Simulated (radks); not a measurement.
Values are calculated unless marked as measured or tabulated.
Species: neutral iridium. Configuration: [Xe] 4f13 5d6 6s2 6p2 (not the ground configuration). Code: a radial shooting solver on a logarithmic mesh with Libxc functionals. Model: Dirac Kohn-Sham, LDA (Slater exchange, Perdew-Wang correlation), spin-unpolarised, spherical densities, finite nucleus; open shells fill j = l - 1/2 first; Fermi nuclear charge, rms radius 5.4032 fm.

Spin-orbit splittings of the eigenvalues, e(l+1/2) - e(l-1/2), with zeta = 2 splitting/(2l+1) and mean radii in bohr:

shell  occ.  splitting (eV)  zeta (eV)  <r> j=l-1/2  <r> j=l+1/2
2p        6            1626       1084      0.06019      0.06850
3p        6           355.8      237.2       0.1802       0.1955
3d       10           76.93      30.77       0.1705       0.1752
4p        6           84.96      56.64       0.4257       0.4593
4d       10           15.85      6.341       0.4696       0.4807
4f       13           3.235     0.9243       0.5197       0.5267
5p        6           14.67      9.783        1.038        1.131
5d        6           1.574     0.6297        1.499        1.552
6p        2           1.066     0.7109        3.360        3.803
